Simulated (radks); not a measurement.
Results of a calculation; reference values are marked as such.
The platinum anion Pt2-, [Hg], held by a Watson sphere: a shell of charge +2 at radius R that stands for the Madelung well of a crystal (potential energy -2/R inside, -2/r outside, in hartree with lengths in bohr). Code: a radial shooting solver on a logarithmic mesh with Libxc functionals. Model: scalar-relativistic Kohn-Sham, PBEsol, spin-polarised, spherical densities, point nucleus. Response by self-consistent Sternheimer equations with the Hartree and adiabatic LDA kernel, the relativistic mass of each level held fixed and spin-orbit coupling left out. The sphere does not respond.

R (bohr),e(5p) (eV),e(6s) (eV),e(5d) (eV),<r> 5d (bohr),sum of <r^2> (bohr^2),X-ray form factor at sin(theta)/lambda = 0.2 1/angstrom,alpha (bohr^3)
2.95,-54.559,-6.756,-5.581,1.826,81.23,66.167,55.63
4.03,-53.079,-5.188,-3.790,1.895,91.20,66.097,93.05
5.05,-52.024,-3.949,-2.604,1.934,100.2,66.122,150.8
5.52,-51.637,-3.489,-2.185,1.948,104.5,66.136,189.3
5.67,-51.526,-3.356,-2.065,1.953,105.9,66.141,203.8
6.15,-51.207,-2.971,-1.724,1.967,110.5,66.151,259.9
